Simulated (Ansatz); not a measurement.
A nudged elastic band was laid between two geometries of C2H9ISi2 (14 atoms, charge 0, multiplicity 1).

Computed with RKS PBE-D4/def2-SVP (Ansatz 0.2.0).

```yaml
movable_images: 9
climbing_image: yes
spring: 5.0 eV/Å²
optimiser: quadratic models (default)
start_path: IDPP
force_threshold: 0.05 eV/Å
iteration_limit: 43
end_points: relaxed
```

Image 0:

```xyz
14
Properties=species:S:1:pos:R:3
Si -0.480 -0.989 1.691
C 0.995 -0.373 0.675
Si 0.652 -0.088 -1.160
C -0.773 1.144 -1.410
I -0.344 3.043 -0.421
H -1.622 -0.010 1.610
H -0.960 -2.315 1.160
H -0.104 -1.161 3.138
H 1.825 -1.107 0.770
H 1.354 0.584 1.112
H 0.236 -1.382 -1.816
H 1.871 0.441 -1.867
H -0.935 1.389 -2.477
H -1.728 0.794 -0.975
```

Image 10:

```xyz
14
Properties=species:S:1:pos:R:3
Si -0.619 -1.190 1.595
C 0.932 -0.411 0.838
Si 0.782 0.116 -0.978
C -0.622 1.380 -1.173
I -0.774 2.036 -3.246
H -1.756 -0.200 1.598
H -1.044 -2.390 0.790
H -0.372 -1.626 3.015
H 1.766 -1.144 0.914
H 1.229 0.470 1.448
H 0.474 -1.081 -1.835
H 2.063 0.747 -1.450
H -1.615 0.965 -0.913
H -0.457 2.298 -0.575
```

Task: What changes between the two ends?

Result: No bond is made or broken. The dihedral H12–Si3–C4–I5 goes from -66 to 58°.

Task: What energy profile does the band end with?

Result: It converged. The highest image is number 5 of 0 to 10, 3.3 kcal/mol above the first end and 2.2 kcal/mol above the last; the last end lies 1.2 kcal/mol above the first. A vibrational analysis at the climbing image gives one clearly imaginary mode, 63i cm⁻¹: a first-order saddle point.

| image | path coordinate (Å) | energy (kcal/mol) | dihedral H12–Si3–C4–I5 (°) |
| --- | --- | --- | --- |
| 0 | 0.00 | 0.0 | -66 |
| 1 | 0.55 | 0.2 | -58 |
| 2 | 1.11 | 0.9 | -46 |
| 3 | 1.66 | 2.0 | -31 |
| 4 | 2.22 | 3.0 | -16 |
| 5 | 2.77 | 3.3 | 0 |
| 6 | 3.23 | 3.1 | 13 |
| 7 | 3.69 | 2.5 | 26 |
| 8 | 4.15 | 1.8 | 38 |
| 9 | 4.61 | 1.3 | 49 |
| 10 | 5.07 | 1.2 | 58 |

Task: What is the geometry of the highest image?

Result: 
```xyz
14
Properties=species:S:1:pos:R:3:forces:R:3
Si -0.602 -1.230 1.571 0.00 0.00 0.00
C 0.914 -0.394 0.805 0.00 0.00 0.00
Si 0.757 0.068 -1.026 0.00 -0.01 0.01
C -0.690 1.299 -1.253 0.01 0.01 0.00
I -0.097 3.194 -2.152 0.00 0.00 0.00
H -1.794 -0.309 1.511 0.00 0.00 0.00
H -0.943 -2.486 0.815 0.00 0.00 0.00
H -0.357 -1.586 3.013 0.00 0.00 0.00
H 1.786 -1.074 0.918 0.00 0.00 0.00
H 1.152 0.527 1.383 0.00 0.00 0.00
H 0.457 -1.170 -1.832 0.00 0.00 0.00
H 2.041 0.666 -1.527 0.00 0.00 0.00
H -1.482 0.897 -1.913 0.00 0.00 0.00
H -1.154 1.568 -0.285 -0.01 0.00 0.01
```

Task: What are the harmonic wavenumbers there?

Result: 63i, 46, 104, 124, 169, 218, 432, 480, 526, 536, 597, 663, 706, 729, 749, 771, 835, 898, 913, 918, 918, 982, 993, 1037, 1059, 1327, 1349, 2151, 2157, 2164, 2169, 2175, 2982, 3031, 3045, 3106 cm⁻¹.

Run time: 4.7 min on 2 threads of Arm Neoverse V1 (shared host), peak memory 0.2 GiB.
